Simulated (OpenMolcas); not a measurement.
**Ni4+, Pd4+, Pt4+: d6 down the group**

```json
{"Program": "OpenMolcas 26.06", "Method": "XMS-CASPT2, IPEA 0.25 Eh, imaginary shift 0.1 Eh", "Basis": "ANO-RCC-VTZP", "Scalar Hamiltonian": "DKH2, point nucleus", "Spin-orbit coupling": "RASSI with atomic mean-field integrals over the reference wave functions, term energies averaged over their components"}
```

Active space for each ion: 6 electrons in 5 orbitals (d); closed shells correlated by CASPT2: Ni4+ 3s 3p; Pd4+ 4s 4p; Pt4+ 5s 5p.

Computed levels in cm-1 above 5D4:

| Level | Ni4+ | Pd4+ | Pt4+ |
| --- | --- | --- | --- |
| 5D3 | 856 | 2070 | 7770 |
| 5D1 | 1816 | 3920 | 11190 |
| 5D0 | 1998 | 4280 | 11250 |
| 3H6 | 28490 | 20170 | 22350 |
| 3H5 | 28880 | 20460 | 34740 |
| 3P1(1) | 29790 | 25190 | 42140 |
| 3P0(1) | 30760 | 25890 | 61640 |
| 3F2(1) | 31200 | 23180 | 26440 |
| 3G5 | 34800 | 25480 | 21800 |
| weight of 5D in the lowest level (%) | 100 | 97 | 79 |

Mixed levels, with the weight of the term that names them: Pt4+ 5D0 (73 %), Pt4+ 3H5 (53 %), Pt4+ 3P1(1) (68 %), Pt4+ 3P0(1) (50 %), Pt4+ 3F2(1) (64 %), Pt4+ 3G5 (53 %).

Measured, with the error of the calculation in %. Measured levels: Ni4+ from Corliss and Sugar, J. Phys. Chem. Ref. Data 10, 197 (1981).

```csv
Level,Ni4+
5D3,890 (-3.8)
5D1,1872 (-3.0)
5D0,2058 (-2.9)
3H6,27111 (+5.1)
3H5,27578 (+4.7)
3P1(1),28698 (+3.8)
3P0(1),29640 (+3.8)
3F2(1),29899 (+4.4)
3G5,33256 (+4.6)
```

The fine-structure level 5D0 changes by a factor of 5.63 from Ni4+ to Pt4+.

Without spin-orbit coupling 3H lies 28060, 19150, 17660 cm-1 above 5D in that order; the difference to the level 3H6, of either sign, comes from spin-orbit coupling, which also lowers the zero.

CASPT2 does not keep the components of a term degenerate, so their means are used; among the terms shown or strongly mixed into the levels shown the widest spread is 1400 cm-1 (4d6 3H, Pd4+). The CASPT2 spread within a term exceeds the gap to the next term for 3d6 3P(1) and 3d6 3H, so the order of their levels is uncertain (figures for Ni4+; the like holds for Pd4+, Pt4+). Measured partners are found by configuration, term and J. A level has none where our copy of the source lacks it or the pairing is in doubt (some pairs that miss far off the trend of their configuration count as doubtful), and it then counts in no deviation. Only configurations of the active space appear.

A number in round brackets counts repeated terms of one configuration in the order of the reference energies.
